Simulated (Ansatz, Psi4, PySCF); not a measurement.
N2, triplet, at a GFN2-xTB geometry (a higher spin typed on purpose: for a closed-shell molecule this is an excited state). Base run: REVPBE/def2-SVP in PySCF.

Here is a job for PySCF.
```python
from pyscf import gto, scf, dft

mol = gto.Mole()
mol.atom = '''
    N    -0.00000000   -0.00000000   -0.57776211
    N     0.00000000    0.00000000    0.57776211
'''
mol.basis = 'def2-svp'
mol.spin = 2
mol.verbose = 4
mol.build()

mf = dft.UKS(mol)
mf.xc = 'revpbe'
mf.kernel()
```

The same geometry, method and basis name were run in Ansatz (a first-principles code) and Psi4 and PySCF, at each program's defaults and at the settings that a row names. The base is PySCF at its defaults. Differences at the defaults can come from grids, fitting, cores and function types together.

```json
[
 {"code and settings": "PySCF, defaults (exact integrals, its default grid, spherical functions)", "ΔE vs base (mEh)": "0.000", "basis functions": "28", "E (Eh)": "-109.16262", "SCF cycles": "7"},
 {"code and settings": "Psi4, defaults (density fitting with its default set, its default grid, spherical functions)", "ΔE vs base (mEh)": "-0.028", "basis functions": "28", "E (Eh)": "-109.16264", "SCF cycles": "6"},
 {"code and settings": "Ansatz, defaults (factorised integrals, its default grid, spherical functions)", "ΔE vs base (mEh)": "-0.001", "basis functions": "28", "E (Eh)": "-109.16262", "SCF cycles": "-"},
 {"code and settings": "PySCF, density fitting with def2-universal-jkfit", "ΔE vs base (mEh)": "-0.028", "basis functions": "28", "E (Eh)": "-109.16264", "SCF cycles": "7"},
 {"code and settings": "PySCF, fine grid", "ΔE vs base (mEh)": "0.001", "basis functions": "28", "E (Eh)": "-109.16261", "SCF cycles": "7"},
 {"code and settings": "Psi4, exact integrals, spherical functions, fine grid", "ΔE vs base (mEh)": "0.001", "basis functions": "28", "E (Eh)": "-109.16261", "SCF cycles": "8"},
 {"code and settings": "Ansatz, high accuracy", "ΔE vs base (mEh)": "0.001", "basis functions": "28", "E (Eh)": "-109.16261", "SCF cycles": "-"}
]
```

Open shells are given as the SCF converged; they aren't shown to be the lowest states, and a large step between rows can be another state.
